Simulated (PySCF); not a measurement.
Be (beryllium, neutral) across methods

[He] 2s1 2p1, high-spin 3P determinant (an excited configuration). Calculation: PySCF 2.14, in x2c-QZVPPall with one added diffuse shell each of s, p type (8s5p2d1f, 40 functions); the spin-free X2C one-electron Hamiltonian (Gaussian nucleus).

```csv
method,E (hartree),mean ε 1s β (eV),mean ε 2s α (eV),mean ε 2p α (eV),Σ⟨r²⟩ (bohr²),⟨S²⟩
wB97X,-14.5783,-114.35,-9.990,-6.124,18.60,2.000
PBE,-14.5478,-106.51,-6.593,-3.130,18.75,2.000
r2SCAN,-14.5732,-108.84,-6.840,-3.270,18.40,2.000
PBE0,-14.5552,-112.19,-7.719,-4.063,18.47,2.000
MN15,-14.5661,-112.27,-7.825,-3.671,20.30,2.000
M06-2X,-14.5685,-117.77,-8.660,-4.567,18.74,2.000
UHF,-14.51607,-128.55,-10.784,-6.688,18.30,2.000
BP86,-14.5746,-106.83,-6.653,-3.188,18.68,2.000
LDA,-14.3613,-105.26,-6.570,-3.072,19.03,2.000
```
